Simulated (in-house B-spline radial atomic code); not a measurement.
## Ionising Si8+ with different functionals

Computed with an all-electron radial atomic-structure program (B-spline basis): four-component Dirac-Coulomb Hamiltonian, Fermi nucleus of rms radius 3.1224 fm, spin-restricted, spherical fractional occupations for the functionals, and exact exchange of hybrids averaged over the configuration. The ionisation energy is the difference of two self-consistent energies, [He] 2s2 2p2 → [He] 2s2 2p1, without Breit or QED terms; ε is the level of the shell that loses the electron (mean over j). The electron is taken from both j subshells in proportion to 2j + 1, so the result is a j average, not the step between ground levels.

```tsv
method	rung	ΔSCF (eV)	-ε(2p) (eV)
B97-1	global hybrid	348.58	329.19
B3LYP	global hybrid	349.03	329.30
HSE06	range-separated hybrid	?	?
CAM-B3LYP	range-separated hybrid	?	?
```

Task: What does HSE06 give?

Result: ΔSCF 348.74 eV, and -ε(2p) = 329.89 eV.

Task: What does CAM-B3LYP give?

Result: ΔSCF 348.90 eV, and -ε(2p) = 331.20 eV.

Task: Among the functionals, which spreads more, the ΔSCF values or the orbital energies?

Result: The orbital energies: ΔSCF values span about 0.45 eV and the orbital energies 2.02 eV; here energy differences depend much less on the functional than eigenvalues do.

Task: How do they compare with the NIST value?

Result: NIST lists 351.28 eV ± 0.06 (semi-empirical, ground level to ground level). Errors run from -2.70 to -2.25 eV. The correlated functionals all miss on the same side by more than they spread, so the cause is common to them (Breit-QED terms, spin polarisation, the choice among j levels, multiplet and fine-structure energies, or a listed next ion that isn't the cheapest removal here) and closeness doesn't rank the functionals.
